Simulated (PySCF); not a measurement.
## Electronic structure of Mg⁺ (magnesium, charge +1) at the PBE0 level

Configuration: [Ne] 3s1, 2S determinant. Computed with PySCF 2.14 in aug-cc-pVDZ-DK, with the spin-free X2C one-electron Hamiltonian (Gaussian nucleus).

```json
{
 "Total energy": "-199.9916 hartree",
 "One-electron energy": "-275.9171 hartree",
 "Hartree (Coulomb) energy": "92.1217 hartree",
 "Exchange-correlation energy": "-16.1962 hartree",
 "⟨S²⟩": "0.7500",
 "⟨L²⟩": "0.000",
 "Sum of ⟨r⟩": "8.592 bohr",
 "Sum of ⟨r²⟩": "13.93 bohr²",
 "Langevin diamagnetic susceptibility": "-11.0 ×10⁻⁶ cm³/mol",
 "Time after the integrals": "0.21 s of wall time on 1 thread of Neoverse-N1 (shared host)"
}
```

| shell | electrons | mean orbital energy (hartree) | rms radius, mean of both spins (bohr) |
| --- | --- | --- | --- |
| 1s α | 1 | -47.35577 | 0.151 |
| 1s β | 1 | -47.35247 | 0.151 |
| 2s α | 1 | -3.49776 | 0.758 |
| 2s β | 1 | -3.49005 | 0.758 |
| 2p α | 3 | -2.20603 | 0.776 |
| 2p β | 3 | -2.20056 | 0.776 |
| 3s α | 1 | -0.46854 | 3.02 |
